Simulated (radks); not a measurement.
Charge is removed step by step from the 2s1/2 level of Ti4+, starting from [Ar]. Method: Dirac Kohn-Sham, LDA (Slater exchange, Perdew-Wang correlation), spin-unpolarised, spherical densities, finite nucleus; Fermi nuclear charge, rms radius 3.5921 fm; computed with a radial shooting solver on a logarithmic mesh with Libxc functionals.

removed (e)  E - E(0) (eV)  eigenvalue (eV)  E minus straight line (eV)
0                    0.000          -591.12                       0.000
0.125               74.312          -597.88                      -2.996
0.25                149.47          -604.67                      -5.144
0.375               225.48          -611.51                      -6.441
0.5                 302.35          -618.37                      -6.882
0.625               380.08          -625.27                      -6.462
0.75                458.67          -632.20                      -5.178
0.875               538.13          -639.17                      -3.025
1                   618.46          -646.17                       0.000

Removing the whole electron costs 618.46 eV by Delta-SCF, against 591.12 eV from minus the eigenvalue at the starting occupation. Slater's transition state (half an electron removed) gives 618.37 eV. Integrating minus the eigenvalue over the occupation (Janak's theorem) gives 618.46 eV. The mean slope of the eigenvalue, de/dn, is 55.0 eV per electron.
